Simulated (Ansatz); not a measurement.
Geometry optimisation, RKS revPBE-D4/def2-SVP in Ansatz.

Input:

```yaml
crystal:
  periodic: [false, false, false]
  atoms:
    - { symbol: Ga, position_ang: [-0.086298, -0.125812, -0.060734] }
    - { symbol: O, position_ang: [-0.016291, -0.278254, 1.736248] }
    - { symbol: H, position_ang: [-0.897927, -0.308624, 2.15181] }
    - { symbol: "N", position_ang: [1.504906, 0.265494, -0.927242] }
    - { symbol: H, position_ang: [1.739325, -0.349912, -1.718606] }
    - { symbol: H, position_ang: [2.31088, 0.263718, -0.284585] }
    - { symbol: "N", position_ang: [-1.722137, -0.121459, -0.911488] }
    - { symbol: H, position_ang: [-2.505277, -0.655559, -0.525052] }
    - { symbol: H, position_ang: [-1.758901, -0.142425, -1.933718] }
    - { symbol: H, position_ang: [0.400325, 2.416631, 0.940715] }
    - { symbol: H, position_ang: [0.270494, 1.898801, 1.427552] }
basis:
  gaussian: { orbitals: def2-SVP }
hamiltonian:
  xc: revpbe
  dispersion: d4
relax:
  f_tol: 0.03
  max_steps: 50
```

Launched with:

```bash
$ ansatz run input.yaml --threads 4 --pin off --max-ram 5120MiB --backend cpu --events-out ev --progress --plain --runs-dir out
```

Q: Where does it end, and by what steps?

A: It converged. The force dipped under the threshold on the way, but the program's further checks kept it going. After 13 steps the energy has fallen by 0.134 eV; H10 moved furthest, 1.31 Å.

```
step  energy less start (eV)  largest force component (eV/Å)  accepted
   0                  0.0000                           1.440       yes
   1                 -0.0848                           0.216       yes
   2                 -0.1001                           0.116       yes
   3                 -0.1078                           0.180       yes
   4                 -0.1132                           0.306       yes
   5                 -0.1183                           0.383       yes
   6                 -0.1224                           0.252       yes
   7                 -0.1272                           0.180       yes
   8                 -0.1295                           0.291       yes
   9                 -0.1312                           0.148       yes
  10                 -0.1326                           0.044       yes
  11                 -0.1332                           0.020       yes
  12                 -0.1335                           0.078       yes
  13                 -0.1336                           0.020       yes
```

```xyz
11
Properties=species:S:1:pos:R:3
Ga -0.035 -0.244 -0.227
O 0.097 -0.067 1.582
H -0.777 0.022 2.001
N 1.566 -0.115 -1.119
H 1.663 -0.547 -2.041
H 2.412 -0.289 -0.568
N -1.685 -0.214 -1.056
H -2.479 -0.615 -0.547
H -1.728 -0.528 -2.031
H 0.065 3.110 1.996
H 0.141 2.350 1.906
```

Whether the end is a true minimum wasn't checked by a vibrational analysis.

Run time: 17 s on 4 threads of Arm Neoverse V2, with other jobs on the host, peak memory 0.14 GiB.
